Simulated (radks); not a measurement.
Question: Br+, 34 electrons, occupied as [Ar] 3d10 4s2 4p4. Method: Dirac Kohn-Sham, PBE, spin-unpolarised, spherical densities, finite nucleus; open shells fill j = l - 1/2 first; Fermi nuclear charge, rms radius 4.1629 fm; computed with a radial shooting solver on a logarithmic mesh with Libxc functionals.

Spin-orbit splittings of the eigenvalues, e(l+1/2) - e(l-1/2), with zeta = 2 splitting/(2l+1) and mean radii in bohr:

| shell | occ. | splitting (eV) | zeta (eV) | <r> j=l-1/2 | <r> j=l+1/2 |
|---|---|---|---|---|---|
| 2p | 6 | 47.50 | 31.67 | 0.1627 | 0.1666 |
| 3p | 6 | 6.836 | 4.557 | 0.5569 | 0.5674 |
| 3d | 10 | 1.086 | 0.4344 | 0.5875 | 0.5916 |
| 4p | 4 | ? | ? | 1.939 | 1.976 |

Estimate the 4p splitting.

Answer: 0.5684 eV (zeta = 0.3790 eV).
